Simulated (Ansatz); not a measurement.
`N=[CH][Al]1[CH2][CH2]1` + HI → `[I][Al]1[CH2][CH2]1` + `C=N` at 600 K and 1 bar (ligand exchange at the Al–C bond).

Program: Ansatz. Geometries: PBE0-D4/def2-TZVP. ΔE: electronic, gas phase. CCSD(T)/CBS adds triple-zeta CCSD(T) − MP2 to the extrapolated MP2 energy (def2 sets, frozen cores). This one scheme is used for every species. Elements past krypton have def2 core potentials. For I outer-core shells are correlated without core-valence functions, which leaves a few kJ/mol of doubt a bond. One conformer a species, not always the lowest.

```
                 species  CCSD(T)/CBS energy (Eh)  H − E (kJ/mol)  S (J/(mol·K))
`N=[CH][Al]1[CH2][CH2]1`               -414.38872           277.3          436.9
                      HI               -298.03592            31.6          227.0
   `[I][Al]1[CH2][CH2]1`               -617.96594           186.8          399.9
                   `C=N`                -94.52360           129.6          259.4
```

H − E and S are ideal-gas, rigid-rotor, harmonic terms from PBE0-D4/def2-TZVP, for one conformer and one mirror image of each species. 1 Eh = 2625.50 kJ/mol, R = 8.31446 J/(mol·K).

**Question.** By hand: ΔE, ΔH, ΔS and ΔG.

**Answer.** ΔE = (-617.96594) + (-94.52360) − (-414.38872) − (-298.03592) = -0.06490 Eh = -170.4 kJ/mol. Δ(H − E) = 186.8 + 129.6 − 277.3 − 31.6 = 7.5, so ΔH = -162.9 kJ/mol. ΔS = 399.9 + 259.4 − 436.9 − 227.0 = -4.6 J/(mol·K). ΔG = -162.9 − 600 × (-4.6)/1000 = -160.1 kJ/mol.

**Question.** By hand: the equilibrium constant, and the temperature at which ΔG would vanish if ΔH and ΔS stayed fixed.

**Answer.** log₁₀ K = −ΔG/(RT ln 10) = 13.9. ΔG = 0 at ΔH/ΔS = 35413 K, far beyond where these terms or the molecules hold.

The number of gas molecules stays the same, so ΔS is small and ΔH decides. A doubt of 5 kJ/mol in ΔE shifts log₁₀ K by 0.4 here. Other conformers and mirror images would add mixing entropy, several J/(mol·K) or more a flexible species. Modes under 60 cm⁻¹, often nearly free rotors, make the harmonic entropy too high. These are equilibria of isolated gas molecules and say nothing of rates. Largest T1 diagnostic: 0.013 (customary marks: 0.02 for closed shells, 0.045 for open ones).
